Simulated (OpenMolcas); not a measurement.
# How basis sets differ on CH4OZn (SMILES [CH3][Zn][OH])

The species is CH4OZn (7 atoms), meant as a singlet with charge 0. As SMILES, `[CH3][Zn][OH]`. The shape is that of a PBE0-D4/def2-TZVP optimisation.

```xyz
7

C    -0.9840    0.6563   -0.3301
Zn    0.5735   -0.4008    0.0473
O     2.0287   -1.3998    0.2764
H    -1.7558    0.0477   -0.8057
H    -0.7348    1.4819   -0.9999
H    -1.3970    1.0750    0.5900
H     2.3304   -1.5285    1.1763
```

Quantity: the HOMO–LUMO gap, in eV. The values are calculated.

| level | kind | program | value (eV) | CPU time |
| --- | --- | --- | --- | --- |
| HF/ANO-RCC-MB (DKH2) | Hartree–Fock | OpenMolcas | 14.66 | 8 s |
| HF/STO-3G | Hartree–Fock | OpenMolcas | 10.04 | 3.1 s |
| HF/3-21G | Hartree–Fock | OpenMolcas | 12.61 | 3.8 s |
| HF/ANO-RCC-VDZ (DKH2, RICD fitting) | Hartree–Fock | OpenMolcas | 13.16 | 9.7 s |
| HF/cc-pVDZ | Hartree–Fock | OpenMolcas | 12.71 | 19 s |

The values span 10.04 to 14.66 eV. A Hartree–Fock LUMO above zero doesn't converge with the basis: it sinks as sets grow more diffuse. Orbital gaps aren't excitation energies. Times are those of the runs behind each value, whatever else they computed, on shared processors of several kinds: orders of magnitude only.
